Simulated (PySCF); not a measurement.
**Electron correlation in Cd (cadmium, neutral)**

[Kr] 4d10 5s2, closed-shell 1S. All numbers are calculated (PySCF 2.14, the spin-free X2C one-electron Hamiltonian (Gaussian nucleus), in x2c-QZVPPall with one added diffuse shell each of s, p, d, f, g type (14s9p8d5f3g, 143 functions)). Frozen: [Ar] 3d10; 20 electrons correlated.

MP2 pair energies summed by pair of shells (mhartree):

```csv
pair,energy,share (%)
4d-4d,-367.97,47.4
4p-4d,-180.17,23.2
4d-5s,-82.39,10.6
4p-4p,-48.44,6.2
4s-4d,-37.34,4.8
4s-4p,-24.35,3.1
5s-5s,-22.05,2.8
4p-5s,-7.89,1.0
4s-4s,-4.32,0.6
4s-5s,-0.82,0.1
```

Total MP2 correlation energy: -775.73 mhartree.

Same-spin part -252.99 and opposite-spin part -522.74 mhartree; SCS-MP2 scales them by 1/3 and 6/5 to -711.62 mhartree.

This basis was not built for core-valence correlation, so the inner-shell part is incomplete.
